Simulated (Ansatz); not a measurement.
`O[Si@@H](Cl)[Si@@H](O)Cl` + CH₃OH → `CO[Si@H](Cl)[Si@H](O)Cl` + H₂O  (ligand exchange at the Si–O bond)

Isolated molecules relaxed with PBE0-D4/def2-TZVP in Ansatz; ΔE leaves out vibrations. CCSD(T)/CBS adds triple-zeta CCSD(T) − MP2 to the extrapolated MP2 energy (def2 sets, frozen cores). This one scheme is used for every species. Functionals use def2-TZVPP. B3LYP here is the variant with VWN-RPA as its local correlation; programs differ in this. One conformer a species, not always the lowest.

```csv
level,ΔE (kJ/mol)
PBE-D4,-5.0
B3LYP-D4,-6.9
ωB97X-V,-5.0
PBE,-0.7
PBE0,-1.1
B3LYP,-0.4
CCSD(T)/def2-TZVPP,-7.6
SCS-MP2/def2-QZVPP,-7.8
```

Problem. What does CCSD(T)/CBS give? (Estimate.)

Solution. Computed: -8.9 kJ/mol. The listed levels differ from it by 3.9, 2.0, 3.9, 8.2, 7.8, 8.5, 1.3, 1.1 kJ/mol.

Largest T1 diagnostic among the species: 0.011.

In def2-TZVPP, CCSD(T) changes the Hartree–Fock value by −7.6 kJ/mol (the triples alone add −1.4 kJ/mol) and MP2 by −9.0 kJ/mol. The D4 term adds −6.5 kJ/mol with B3LYP and −3.9 kJ/mol with PBE0; it sums over pairs of atoms, weighted by their polarisabilities, and B3LYP, whose exchange is more repulsive, gets the larger term.
